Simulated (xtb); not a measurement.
xtb input (GFN2-xTB):

```bash
xtb mol.xyz --gfn 2 --sp --chrg -1 --uhf 0
```
mol.xyz:
```
10

O     -0.50769886    -1.83231468     0.14527089
Si    -0.44246936    -0.28539840     0.07857183
O     -1.05433225     0.64038459     1.35312635
O     -1.27354934     0.42296943    -1.23102862
Si     1.78420101     0.50641778    -0.13197898
H     -1.73700564     1.23499690     1.02861696
H     -1.49799277    -0.28191112    -1.84657116
H      1.95653524     1.99285059    -0.27352849
H      2.67136924     0.15709516     1.02407565
H      2.50749467    -0.04561769    -1.32384169
```

Output:

```
           -------------------------------------------------
          |                Calculation Setup                |
           -------------------------------------------------

           -------------------------------------------------
          |                 G F N 2 - x T B                 |
           -------------------------------------------------

        Reference                      10.1021/acs.jctc.8b01176
      * Hamiltonian:
        H0-scaling (s, p, d)           1.850000    2.230000    2.230000
        zeta-weighting                 0.500000
      * Dispersion:
        s8                             2.700000
        a1                             0.520000
        a2                             5.000000
        s9                             5.000000
      * Repulsion:
        kExp                           1.500000    1.000000
        rExp                           1.000000
      * Coulomb:
        alpha                          2.000000
        third order                    shell-resolved
        anisotropic                    true
        a3                             3.000000
        a5                             4.000000
        cn-shift                       1.200000
        cn-exp                         4.000000
        max-rad                        5.000000

          ...................................................
          :                      SETUP                      :
          :.................................................:
          :  # basis functions                  37          :
          :  # atomic orbitals                  35          :
          :  # shells                           17          :
          :  # electrons                        32          :
          :  max. iterations                   250          :
          :  Hamiltonian                  GFN2-xTB          :
          :  restarted?                      false          :
          :  GBSA solvation                  false          :
          :  PC potential                    false          :
          :  electronic temp.          300.0000000     K    :
          :  accuracy                    1.0000000          :
          :  -> integral cutoff          0.2500000E+02      :
          :  -> integral neglect         0.1000000E-07      :
          :  -> SCF convergence          0.1000000E-05 Eh   :
          :  -> wf. convergence          0.1000000E-03 e    :
          :  Broyden damping             0.4000000          :
          :  net charge                         -1          :
          :  unpaired electrons                  0          :
          ...................................................

 iter      E             dE          RMSdq      gap      omega  full diag
   1    -18.5627357 -0.185627E+02  0.788E+00    4.78       0.0  T
   2    -18.6433681 -0.806324E-01  0.601E+00    3.85       1.0  T
   3    -18.6464713 -0.310312E-02  0.390E+00    4.03       1.0  T
   4    -18.6458700  0.601276E-03  0.117E+00    4.12       1.0  T
   5    -18.6423194  0.355061E-02  0.742E-01    4.10       1.0  T
   6    -18.6476276 -0.530825E-02  0.241E-01    4.15       1.0  T
   7    -18.6479308 -0.303207E-03  0.841E-02    4.14       1.0  T
   8    -18.6479343 -0.346950E-05  0.228E-02    4.14       1.4  T
   9    -18.6479341  0.219765E-06  0.158E-02    4.14       2.0  T
  10    -18.6479347 -0.578257E-06  0.268E-03    4.14      11.8  T
  11    -18.6479347 -0.488046E-08  0.123E-03    4.14      25.7  T
  12    -18.6479347 -0.963779E-08  0.297E-04    4.14     106.3  T
  13    -18.6479347 -0.166096E-09  0.118E-04    4.14     267.0  T

   *** convergence criteria satisfied after 13 iterations ***

         #    Occupation            Energy/Eh            Energy/eV
      -------------------------------------------------------------
         1        2.0000           -0.5780946             -15.7308
       ...           ...                  ...                  ...
        10        2.0000           -0.2648173              -7.2060
        11        2.0000           -0.2606862              -7.0936
        12        2.0000           -0.2598314              -7.0704
        13        2.0000           -0.2488524              -6.7716
        14        2.0000           -0.2105713              -5.7299
        15        2.0000           -0.2025857              -5.5126
        16        2.0000           -0.1616544              -4.3988 (HOMO)
        17                         -0.0094237              -0.2564 (LUMO)
        18                         -0.0058274              -0.1586
        19                          0.0191764               0.5218
        20                          0.0771378               2.0990
        21                          0.0840218               2.2863
       ...                                ...                  ...
        35                          1.1285702              30.7100
      -------------------------------------------------------------
                  HL-Gap            0.1522307 Eh            4.1424 eV
             Fermi-level           -0.0855391 Eh           -2.3276 eV

 SCC (total)                   0 d,  0 h,  0 min,  0.009 sec
 SCC setup                      ...        0 min,  0.000 sec (  1.013%)
 Dispersion                     ...        0 min,  0.000 sec (  0.499%)
 classical contributions        ...        0 min,  0.000 sec (  0.191%)
 integral evaluation            ...        0 min,  0.002 sec ( 18.897%)
 iterations                     ...        0 min,  0.005 sec ( 56.652%)
 molecular gradient             ...        0 min,  0.002 sec ( 21.896%)
 printout                       ...        0 min,  0.000 sec (  0.712%)

         :::::::::::::::::::::::::::::::::::::::::::::::::::::
         ::                     SUMMARY                     ::
         :::::::::::::::::::::::::::::::::::::::::::::::::::::
         :: total energy             -18.550161677016 Eh    ::
         :: gradient norm              0.039727045690 Eh/a0 ::
         :: HOMO-LUMO gap              4.142406845789 eV    ::
         ::.................................................::
         :: SCC energy               -18.647924407843 Eh    ::
         :: -> isotropic ES            0.234883922959 Eh    ::
         :: -> anisotropic ES          0.004366036694 Eh    ::
         :: -> anisotropic XC         -0.003640057365 Eh    ::
         :: -> dispersion             -0.007617033967 Eh    ::
         :: repulsion energy           0.097762730826 Eh    ::
         :: add. restraining           0.000000000000 Eh    ::
         :: total charge              -1.000000000000 e     ::
         :::::::::::::::::::::::::::::::::::::::::::::::::::::

           -------------------------------------------------
          |                Property Printout                |
           -------------------------------------------------

    * Orbital Energies and Occupations

         #    Occupation            Energy/Eh            Energy/eV
      -------------------------------------------------------------
         1        2.0000           -0.5780946             -15.7308
       ...           ...                  ...                  ...
         4        2.0000           -0.4497679             -12.2388
         5        2.0000           -0.3864149             -10.5149
         6        2.0000           -0.3697107             -10.0603
         7        2.0000           -0.3334338              -9.0732
         8        2.0000           -0.2868856              -7.8066
         9        2.0000           -0.2740111              -7.4562
        10        2.0000           -0.2648173              -7.2060
        11        2.0000           -0.2606862              -7.0936
        12        2.0000           -0.2598314              -7.0704
        13        2.0000           -0.2488524              -6.7716
        14        2.0000           -0.2105713              -5.7299
        15        2.0000           -0.2025857              -5.5126
        16        2.0000           -0.1616544              -4.3988 (HOMO)
        17                         -0.0094237              -0.2564 (LUMO)
        18                         -0.0058274              -0.1586
        19                          0.0191764               0.5218
        20                          0.0771378               2.0990
        21                          0.0840218               2.2863
        22                          0.1489209               4.0523
        23                          0.1556495               4.2354
        24                          0.2058412               5.6012
        25                          0.2835476               7.7157
        26                          0.3260798               8.8731
        27                          0.3652686               9.9395
       ...                                ...                  ...
        35                          1.1285702              30.7100
      -------------------------------------------------------------
                  HL-Gap            0.1522307 Eh            4.1424 eV
             Fermi-level           -0.0855391 Eh           -2.3276 eV

     #   Z          covCN         q      C6AA      α(0)
     1   8 O        0.771    -0.610    26.408     6.887
     2  14 Si       3.245     0.505   130.207    23.624
     3   8 O        1.572    -0.582    24.797     6.719
     4   8 O        1.571    -0.602    25.271     6.783
     5  14 Si       3.637     0.362   101.125    19.287
     6   1 H        0.815     0.247     0.904     1.493
     7   1 H        0.817     0.233     0.961     1.539
     8   1 H        0.905    -0.181     9.496     4.821
     9   1 H        0.907    -0.185     9.745     4.884
    10   1 H        0.906    -0.186     9.791     4.895

 Mol. C6AA /au·bohr⁶  :       2222.859970
 Mol. C8AA /au·bohr⁸  :      80983.463924
 Mol. α(0) /au        :         80.932315

Wiberg/Mayer (AO) data.
largest (>0.10) Wiberg bond orders for each atom

 ---------------------------------------------------------------------------
     #   Z sym  total        # sym  WBO       # sym  WBO       # sym  WBO
 ---------------------------------------------------------------------------
     1   8 O    2.015 --     2 Si   1.863
     2  14 Si   4.488 --     1 O    1.863     3 O    0.935     4 O    0.890
                             5 Si   0.735
     3   8 O    1.986 --     2 Si   0.935     6 H    0.931
     4   8 O    1.956 --     7 H    0.944     2 Si   0.890
     5  14 Si   3.506 --     9 H    0.889    10 H    0.888     8 H    0.887
                             2 Si   0.735
     6   1 H    0.939 --     3 O    0.931
     7   1 H    0.946 --     4 O    0.944
     8   1 H    0.967 --     5 Si   0.887
     9   1 H    0.966 --     5 Si   0.889
    10   1 H    0.966 --     5 Si   0.888
 ---------------------------------------------------------------------------

Topologies differ in total number of bonds
Writing topology from bond orders to xtbtopo.mol

molecular dipole:
                 x           y           z       tot (Debye)
 q only:        0.042       0.730      -0.403
   full:       -0.508       1.210      -0.563       3.628
molecular quadrupole (traceless):
                xx          xy          yy          xz          yz          zz
 q only:       -1.496      -3.492      -2.275       1.280       2.292       3.771
  q+dip:       -1.394      -4.977      -2.995       1.977       3.212       4.389
   full:       -0.988      -5.807      -4.841       2.465       3.638       5.829

           -------------------------------------------------
          | TOTAL ENERGY              -18.550161677016 Eh   |
          | GRADIENT NORM               0.039727045690 Eh/α |
          | HOMO-LUMO GAP               4.142406845789 eV   |
           -------------------------------------------------

------------------------------------------------------------------------
Note: The following floating-point exceptions are signalling: IEEE_UNDERFLOW_FLAG IEEE_DENORMAL
normal termination of xtb
------------------------------------------------------------------------
 total:
 SCF:
```

It need not be the lowest isomer of its formula. Whether it binds its extra electron was not tested at this geometry.
